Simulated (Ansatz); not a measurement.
Ansatz (an electronic-structure program) job for Os(O)4 anion (O₄Os), SMILES [O]=[Os](=[O])(=[O])=[O] (connectivity only; charge and spin as stated), charge -1, multiplicity 2, B3LYP-D3(BJ)/def2-SVPD. 

Ansatz 0.2 input:
```yaml
crystal:
  periodic: [false, false, false]
  atoms:
    - {symbol: Os, position_ang: [-0.00000000, 0.00000000, -0.00000000]}
    - {symbol: O, position_ang: [1.06076782, 1.06076781, -0.78105435]}
    - {symbol: O, position_ang: [1.06076782, -1.06076781, 0.78105436]}
    - {symbol: O, position_ang: [-1.06076782, -1.06076781, -0.78105435]}
    - {symbol: O, position_ang: [-1.06076782, 1.06076781, 0.78105435]}
basis:
  gaussian:
    orbitals: def2-SVPD
hamiltonian:
  xc: b3lyp
  dispersion: d3bj
total_charge: -1
magnetization: {spin_polarized: true, initial_magnetization: 1}
relax: {f_tol: 0.002, max_steps: 200}
```

It prints:

```
WARN ansatz: RAYON_NUM_THREADS=1 ignored (pool sized by the plan → 1); use --threads N
Functional definition: B3LYP
integrals: 0.05 GiB planned
1078 factors; their error is unknown
mean field: 0.68 GiB planned
mean field evaluation 1: about -10625.9958 eV, gradient 8.5e1 eV
mean field evaluation 2: about -10480.4151 eV, gradient 2.1e2 eV
mean field evaluation 4: about -10652.3889 eV, gradient 5.7e0 eV
mean field evaluation 8: about -10652.5920 eV, gradient 1.5e-1 eV
mean field evaluation 16: about -10652.5921 eV, gradient 6.2e-5 eV
mean field -10652.59211418 eV, -391.4755396098 hartree, gradient 4.4e-5 eV, S^2 0.754621; 1 other end points of the search recorded, 0 dependent functions left out
the calculation of the forces begins
reference -10652.59234431 eV, -391.4755480670 hartree; 25, 24 occupied and 102, 103 virtual orbitals, 1078 factors
relax step   1: F+E_penalty+E_count = -10652.79715956 eV  Δ(F+E_penalty+E_count) = +0.000e0 eV  max|allowed force component| = 2.278e0 eV/Å  Δτ_max = 0.0000 Å  (48 SCF iters, accepted)
these checks for a lower state are left out or cut short: starts, cluster_reference, orbital_swaps, neighbouring_geometries, increment
integrals: 0.05 GiB planned
1078 factors; their error is unknown
mean field: 0.67 GiB planned
mean field evaluation 32: about -10653.1249 eV, gradient 8.1e-4 eV
mean field -10653.12491280 eV, -391.4951195979 hartree, gradient 9.4e-6 eV, S^2 0.755928; 0 other end points of the search recorded, 0 dependent functions left out
the calculation of the forces begins
reference -10653.12514397 eV, -391.4951280935 hartree; 25, 24 occupied and 102, 103 virtual orbitals, 1078 factors
relax step   2: F+E_penalty+E_count = -10653.32665804 eV  Δ(F+E_penalty+E_count) = -5.295e-1 eV  max|allowed force component| = 3.329e-1 eV/Å  Δτ_max = 0.0764 Å  (49 SCF iters, accepted)
these checks for a lower state are left out or cut short: starts, cluster_reference, orbital_swaps, neighbouring_geometries, increment
integrals: 0.05 GiB planned
1078 factors; their error is unknown
mean field: 0.67 GiB planned
mean field -10653.16470425 eV, -391.4965819067 hartree, gradient 1.8e-5 eV, S^2 0.755768; 0 other end points of the search recorded, 0 dependent functions left out
the calculation of the forces begins
reference -10653.16493548 eV, -391.4965904042 hartree; 25, 24 occupied and 102, 103 virtual orbitals, 1078 factors
relax step   3: F+E_penalty+E_count = -10653.36604051 eV  Δ(F+E_penalty+E_count) = -3.938e-2 eV  max|allowed force component| = 1.228e-1 eV/Å  Δτ_max = 0.0586 Å  (51 SCF iters, accepted)
these checks for a lower state are left out or cut short: starts, cluster_reference, orbital_swaps, neighbouring_geometries, increment
integrals: 0.05 GiB planned
1078 factors; their error is unknown
mean field: 0.67 GiB planned
mean field -10653.16916861 eV, -391.4967459690 hartree, gradient 1.2e-5 eV, S^2 0.755586; 0 other end points of the search recorded, 0 dependent functions left out
the calculation of the forces begins
reference -10653.16939980 eV, -391.4967544651 hartree; 25, 24 occupied and 102, 103 virtual orbitals, 1078 factors
relax step   4: F+E_penalty+E_count = -10653.37064804 eV  Δ(F+E_penalty+E_count) = -4.608e-3 eV  max|allowed force component| = 2.909e-2 eV/Å  Δτ_max = 0.0228 Å  (64 SCF iters, accepted)
these checks for a lower state are left out or cut short: starts, cluster_reference, orbital_swaps, neighbouring_geometries, increment
integrals: 0.05 GiB planned
1078 factors; their error is unknown
mean field: 0.67 GiB planned
mean field -10653.16922420 eV, -391.4967480119 hartree, gradient 1.6e-5 eV, S^2 0.755553; 0 other end points of the search recorded, 0 dependent functions left out
the calculation of the forces begins
reference -10653.16945536 eV, -391.4967565070 hartree; 25, 24 occupied and 102, 103 virtual orbitals, 1078 factors
relax step   5: F+E_penalty+E_count = -10653.37075470 eV  Δ(F+E_penalty+E_count) = -1.067e-4 eV  max|allowed force component| = 1.091e-3 eV/Å  Δτ_max = 0.0024 Å  (66 SCF iters, accepted)
integrals: 0.05 GiB planned
1078 factors; their error is unknown
mean field: 0.67 GiB planned
mean field evaluation 64: about -10653.1692 eV, gradient 2.0e-5 eV
mean field evaluation 96: about -10652.9652 eV, gradient 2.8e0 eV
mean field -10653.16922420 eV, -391.4967480119 hartree, gradient 4.9e-6 eV, S^2 0.755553; 2 other end points of the search recorded, 0 dependent functions left out
the calculation of the forces begins
reference -10653.16945536 eV, -391.4967565070 hartree; 25, 24 occupied and 102, 103 virtual orbitals, 1078 factors
Total energy: -10653.37098587 eV, -391.5041626164 hartree
Atom 0 at    -0.000000    -0.000000    -0.000000 Å, force     0.000000    -0.000000     0.000001 eV/Å
Atom 1 at     1.055571     1.055571    -0.925204 Å, force    -0.001091    -0.001091     0.000843 eV/Å
Atom 2 at     1.055571    -1.055571     0.925204 Å, force    -0.001091     0.001091    -0.000843 eV/Å
Atom 3 at    -1.055571    -1.055571    -0.925204 Å, force     0.001091     0.001091     0.000843 eV/Å
Atom 4 at    -1.055571     1.055571     0.925204 Å, force     0.001091    -0.001091    -0.000843 eV/Å
Dipole moment:     0.000000    -0.000000    -0.000000 e Å
```

Self-consistency was reached.
